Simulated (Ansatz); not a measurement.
H9NO2Si3 (`N[Si](O)([SiH3])O[SiH3]`). Charge 0, multiplicity 1. The structure was optimised at the PBE0-D4/def2-TZVP level. It is one conformer, not always the lowest.

```xyz
15

N     1.960   -1.165    0.067
Si    0.723   -0.008    0.293
O     1.370    1.367    0.910
Si   -0.981   -0.562    1.801
O     0.101    0.190   -1.208
Si   -1.134    0.853   -2.051
H     1.864   -1.866   -0.650
H     2.506   -1.500    0.844
H     2.197    1.659    0.517
H    -1.742   -1.736    1.288
H    -0.396   -0.935    3.119
H    -1.939    0.557    2.011
H    -2.386    0.819   -1.248
H    -0.817    2.261   -2.402
H    -1.326    0.065   -3.294
```

Q: What is the dipole moment at r2SCAN/def2-TZVPP? (Best estimate.)

A: Computed: 2.04 D, with components (1.68, -0.96, -0.65) D in this frame, pointing from negative to positive charge.

Q: And with PBE, B3LYP, ωB97M-V? (Estimate.)

A: Ansatz gave: PBE 2.03 D, B3LYP 1.95 D, ωB97M-V 1.96 D.

Q: Give the Mulliken charges with r2SCAN, PBE, ωB97M-V in def2-TZVPP. (An estimate is asked.)

A: The calculation gave: 
| atom | r2SCAN | PBE | ωB97M-V |
| --- | --- | --- | --- |
| N1 | -0.44 | -0.38 | -0.36 |
| Si2 | 0.66 | 0.52 | 0.59 |
| O3 | -0.41 | -0.35 | -0.37 |
| Si4 | 0.09 | 0.01 | -0.02 |
| O5 | -0.41 | -0.30 | -0.38 |
| Si6 | 0.43 | 0.32 | 0.29 |
| H7 | 0.16 | 0.16 | 0.12 |
| H8 | 0.16 | 0.15 | 0.12 |
| H9 | 0.20 | 0.19 | 0.18 |
| H10 | -0.07 | -0.05 | -0.03 |
| H11 | -0.07 | -0.05 | -0.03 |
| H12 | -0.06 | -0.04 | -0.02 |
| H13 | -0.07 | -0.06 | -0.03 |
| H14 | -0.08 | -0.06 | -0.03 |
| H15 | -0.08 | -0.06 | -0.03 |

B3LYP here is the variant with VWN-RPA as its local correlation; programs differ in this.
